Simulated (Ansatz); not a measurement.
A run for Ansatz (a quantum-chemistry and plane-wave program): R-PBE0/def2-TZVPP on C2H7Ga (SMILES [CH3][GaH][CH3]), a point of a torsion scan.

Ansatz 0.2 input:
```yaml
crystal:
  periodic: [false, false, false]
  atoms:
    - {symbol: C, position_ang: [1.77571251, 0.30764180, 0.20348830]}
    - {symbol: Ga, position_ang: [0.25216676, -0.47341369, -0.89342611]}
    - {symbol: C, position_ang: [-0.48720599, -2.35782613, -0.71184042]}
    - {symbol: H, position_ang: [2.56399259, -0.43762896, 0.34932098]}
    - {symbol: H, position_ang: [2.21932383, 1.18630928, -0.27321897]}
    - {symbol: H, position_ang: [1.42811916, 0.60925544, 1.19618217]}
    - {symbol: H, position_ang: [-0.43575340, 0.47114222, -1.97973136]}
    - {symbol: H, position_ang: [-0.36962847, -2.92800426, -1.63814064]}
    - {symbol: H, position_ang: [-1.55451242, -2.35136004, -0.47211448]}
    - {symbol: H, position_ang: [0.03400723, -2.89890386, 0.08447871]}
basis:
  gaussian:
    orbitals: def2-TZVPP
hamiltonian:
  xc: {name: PBE0}
scf: {lower_state_search: off}
```

Output:

```
WARN ansatz: RAYON_NUM_THREADS=1 ignored (pool sized by the plan → 1); use --threads N
Functional definition: PBE0
these checks for a lower state are left out or cut short: stability, starts, cluster_reference, orbital_swaps, neighbouring_geometries, increment
integrals: 0.11 GiB planned
1186 factors; their error is unknown
mean field: 1.03 GiB planned
mean field evaluation 1: about -54545.7171 eV, gradient 7.3e1 eV
mean field evaluation 2: about -54539.7474 eV, gradient 8.5e1 eV
mean field evaluation 4: about -54557.0582 eV, gradient 4.2e0 eV
mean field evaluation 8: about -54557.2623 eV, gradient 5.5e-2 eV
mean field evaluation 16: about -54557.2623 eV, gradient 5.3e-6 eV
mean field -54557.26230485 eV, -2004.9424094627 hartree, gradient 5.3e-6 eV, S^2 0.000000; 0 other end points of the search recorded, 0 dependent functions left out
reference -54557.26233801 eV, -2004.9424106814 hartree; 25, 25 occupied and 183, 183 virtual orbitals, 1186 factors
Total energy: -54557.26233801 eV, -2004.9424106814 hartree
Checks for a lower state left out: stability, starts, cluster_reference, orbital_swaps, neighbouring_geometries, increment
```

The run converged.

Cost: around 2.2 core-seconds (rough).
